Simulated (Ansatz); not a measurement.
Isolated molecules relaxed with PBE0-D4/def2-TZVP in Ansatz; ΔE leaves out vibrations. CCSD(T)/CBS is the MP2 limit (def2-TZVPP, def2-QZVPP) plus CCSD(T) − MP2 in def2-TZVPP, frozen cores. Functionals use def2-TZVPP. For Ge outer-core shells are correlated without core-valence functions, which leaves a few kJ/mol of doubt a bond. Scalar relativity is left out up to krypton. Each species was taken in one conformer, which may not be the lowest.

`[BH2][GeH2][Cl]` + `C[SiH2]BO` → `BC[SiH2]BO` + `[Cl][GeH3]`  (formal exchange of groups at a B–Ge bond)

```csv
level,ΔE (kJ/mol)
B2PLYP,-30.2
r2SCAN,-36.4
```

What does CCSD(T)/CBS give? (Best estimate.)

The calculation gave: -29.4 kJ/mol. The listed levels differ from it by -0.8, -7.0 kJ/mol.

Largest T1 diagnostic among the species: 0.014.

In def2-TZVPP, CCSD(T) changes the Hartree–Fock value by −12.7 kJ/mol (the triples alone add −3.4 kJ/mol) and MP2 by −17.4 kJ/mol.
